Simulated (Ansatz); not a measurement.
Geometry optimisation, RKS PBE/def2-SVP in Ansatz.

The input (input.yaml):

```yaml
crystal:
  periodic: [false, false, false]
  atoms:
    - { symbol: Zn, position_ang: [-0.875224, 0.065437, -0.482315] }
    - { symbol: Cl, position_ang: [0.461439, -0.274326, 2.666414] }
    - { symbol: Cl, position_ang: [0.657712, 0.077455, -1.932013] }
    - { symbol: "N", position_ang: [-2.333255, 0.066558, 0.742261] }
    - { symbol: H, position_ang: [-2.994017, -0.704299, 0.567804] }
    - { symbol: H, position_ang: [-2.885233, 0.935398, 0.694822] }
    - { symbol: H, position_ang: [-0.856321, -0.166223, 2.417627] }
basis:
  gaussian: { orbitals: def2-SVP }
hamiltonian:
  xc: pbe
relax:
  f_tol: 0.03
  max_steps: 50
```

Run as:

```bash
$ ansatz run input.yaml --threads 2 --pin off --max-ram 3072MiB --backend cpu --events-out ev --progress --plain --runs-dir out
```

Problem. Where does it end, and by what steps?

Solution. The forces met the threshold. After 13 steps the energy has fallen by 1.872 eV; H7 moved furthest, 1.45 Å. Parted: Cl2–H7 (1.35 → 3.15 Å). Joined: Zn1–Cl2 (3.44 → 2.16 Å), N4–H7 (2.25 → 1.03 Å).

```json
{"step": "0", "energy less start (eV)": "0.0000", "largest force component (eV/Å)": "0.868", "accepted": "yes"}
{"step": "1", "energy less start (eV)": "-0.1525", "largest force component (eV/Å)": "0.376", "accepted": "yes"}
{"step": "2", "energy less start (eV)": "-0.2602", "largest force component (eV/Å)": "1.032", "accepted": "yes"}
{"step": "3", "energy less start (eV)": "-0.3402", "largest force component (eV/Å)": "1.786", "accepted": "yes"}
{"step": "4", "energy less start (eV)": "-0.4950", "largest force component (eV/Å)": "2.199", "accepted": "yes"}
{"step": "5", "energy less start (eV)": "-0.9787", "largest force component (eV/Å)": "1.892", "accepted": "yes"}
{"step": "6", "energy less start (eV)": "-1.2248", "largest force component (eV/Å)": "3.947", "accepted": "yes"}
{"step": "7", "energy less start (eV)": "-1.5949", "largest force component (eV/Å)": "2.166", "accepted": "yes"}
{"step": "8", "energy less start (eV)": "-1.7609", "largest force component (eV/Å)": "1.307", "accepted": "yes"}
{"step": "9", "energy less start (eV)": "-1.8258", "largest force component (eV/Å)": "0.496", "accepted": "yes"}
{"step": "10", "energy less start (eV)": "-1.8553", "largest force component (eV/Å)": "0.328", "accepted": "yes"}
{"step": "11", "energy less start (eV)": "-1.8705", "largest force component (eV/Å)": "0.046", "accepted": "yes"}
{"step": "12", "energy less start (eV)": "-1.8716", "largest force component (eV/Å)": "0.044", "accepted": "yes"}
{"step": "13", "energy less start (eV)": "-1.8717", "largest force component (eV/Å)": "0.021", "accepted": "yes"}
```

```xyz
7
Properties=species:S:1:pos:R:3
Zn -0.085 -0.053 0.335
Cl 0.914 -0.272 2.236
Cl 0.014 0.112 -1.808
N -2.146 0.042 0.894
H -2.711 -0.717 0.486
H -2.601 0.922 0.612
H -2.211 -0.033 1.920
```

Whether the end is a true minimum wasn't checked by a vibrational analysis.

The run took 32 s on 2 threads of Arm Neoverse V1 (shared host), peak memory 0.14 GiB.
